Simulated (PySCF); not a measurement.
Computed structure and properties of [Pm(H2CO)]3+

System: [Pm(H2CO)]3+ (singlet in the valence; each metal's 4f electrons, 4 of them, lie in its core potential, out of spins and levels); start: template (C2v). Method: PySCF 2.14.0, RKS PBE0, Pm lcecp-1-SVP with ECP50, O def2-SVP, C def2-SVP, H def2-SVP; non-relativistic Hamiltonian with scalar-relativistic core potentials where named; density fitting; no spin-orbit coupling.

Input of the relaxation:

```python
mol = gto.M(atom='''
Pm     0.00000     0.00000    -0.53506
O      0.00000     0.00000     1.97494
C      0.00000     0.00000     3.19494
H      0.94000    -0.00000     3.77494
H     -0.94000     0.00000     3.77494''',
    basis={'Pm': 'lcecp-1-SVP', 'O': 'def2-SVP', 'C': 'def2-SVP', 'H': 'def2-SVP'},
    ecp={'Pm': 'lcecp-1-SVP'},
    charge=3, spin=0)
mf = dft.RKS(mol, xc='PBE0')
mf.grids.atom_grid = (50, 194)  # f atoms: unpruned, at least (60, 302)
mf = mf.density_fit()  # fitting sets: Pm AutoAux, O def2-universal-JKFIT, C def2-universal-JKFIT, H def2-universal-JKFIT
mf.conv_tol = 1e-08; mf.max_cycle = 55
mf.kernel(dm0)  # dm0: converged density of the start geometry
# quasi-Newton relaxation in Cartesian coordinates to a largest gradient under 0.00045 Eh/bohr, steps kept in the point group
```

Run from Python with OMP_NUM_THREADS=2; the lines above give its settings. Where DIIS fails, smearing, a level shift and second-order steps follow.
It took 11 s on 2 threads of Arm Neoverse V1 (shared host), from the converged density of the start.

Course of the relaxation:

| step | energy above end (eV) | largest force component within the symmetry (eV/Å) |
| --- | --- | --- |
| 0 | 0.6905 | 4.185 |
| 1 | 0.3496 | 2.350 |
| 2 | 0.1319 | 3.534 |
| 3 | 0.0250 | 0.813 |
| 4 | 0.0026 | 0.252 |
| 5 | 0.0001 | 0.077 |
| 6 | 0.0000 | 0.014 |

Relaxed geometry (C2v):

```xyz
5

Pm    0.0000    0.0000   -0.2505
O     0.0000    0.0000    1.8868
C     0.0000    0.0000    3.1530
H     0.9707    0.0000    3.6977
H    -0.9707    0.0000    3.6977
```

| contact | Å |
| --- | --- |
| Pm1–O2 (H2CO) | 2.137 |

On the finer grid (75, 302):

| Property | Result |
| --- | --- |
| HOMO | -24.96 eV |
| LUMO | -19.30 eV |
| Dipole about the centre of mass | 4.14 D |
| Set of Mulliken populations of Pm1 outside the core potential | s 2.03, p 6.04, d 0.42, f 0.03 |
| D3(BJ) dispersion energy (not in the energies) | -0.101 eV |

```csv
atom,Mulliken (e),Löwdin (e),spin (e)
Pm1,2.47,2.33,0.00
O2,-0.39,-0.11,0.00
C3,0.40,0.52,0.00
H4,0.26,0.13,0.00
H5,0.26,0.13,0.00
```

The 4f levels lie in the core potential and are missing. Their spin isn't counted.

On the grid (50, 194), as all that follows. Harmonic modes: a minimum; lowest 251 cm⁻¹ (negative: unstable), highest 3165 cm⁻¹, zero-point energy 0.777 eV.

Taking off one H2CO (charge 0, singlet; the rest: singlet) in vacuum, both parts rigid, costs 6.03 eV; the small basis without counterpoise inflates it. Parting with an electron moved from the ligand to the metal can be far cheaper, even downhill.

Rigid scan of H2CO along the line from its metal:

(distance to O2 (Å), energy (eV)): (1.84, 1.194), (1.94, 0.453), (2.04, 0.097), (2.14, 0.000), (2.24, 0.072), (2.34, 0.248), (2.54, 0.753)

One start shape was tried, so this needn't be the lowest isomer.

An lcecp potential fixes the number of 4f electrons, so in runs with it no electron can move into or out of that shell.
